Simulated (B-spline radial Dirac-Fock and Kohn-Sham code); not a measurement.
The F-like isoelectronic sequence (9 electrons), Z = 61 to 68

Model: Dirac-Fock (average of configuration) total-energy differences with a finite nucleus, the Breit interaction including its frequency dependence, and self-energy and vacuum-polarisation corrections. Program: an atomic code on a B-spline grid. Binding energies in eV, tabulated ground configurations ([He] 2s2 2p5 throughout). Electron correlation is not included.

| ion | 1s | 2s | outermost level | NIST ionisation energy |
| --- | --- | --- | --- | --- |
| Pm⁵²⁺ | 49464.8 | 11293.9 | 10583.8 (2p) | 10378 ± 4 |
| Sm⁵³⁺ | 51252.9 | 11729.7 | 10982.9 (2p) | 10762 ± 5 |
| Eu⁵⁴⁺ | 53078.6 | 12175.6 | 11389.9 (2p) | 11153 ± 5 |
| Gd⁵⁵⁺ | 54941.9 | 12631.4 | 11805.1 (2p) | 11552 ± 5 |
| Tb⁵⁶⁺ | 56844.1 | 13097.5 | 12228.4 (2p) | 11957 ± 5 |
| Dy⁵⁷⁺ | 58783.9 | 13573.9 | 12659.9 (2p) | 12370 ± 6 |
| Ho⁵⁸⁺ | ? | ? | ? | ? |
| Er⁵⁹⁺ | 62782.9 | 14558.3 | 13547.9 (2p) | 13217 ± 7 |

Q: Fill in the row of Ho⁵⁸⁺.

A: 1s 60763.7, 2s 14060.8, outermost 13099.7 (2p), NIST 12790 ± 6 eV.

NIST's values are for the lowest levels; a dash marks a value that is missing or belongs to another shell. Their kind here: theoretical. Where a p, d or f shell is open in either ion the computed value averages over both j values and all terms, while the table refers to the lowest levels; that difference holds spin-orbit splitting (largest in heavy or highly charged ions), term energies where several electrons share open shells, and correlation, and it can reach 10 % or more.
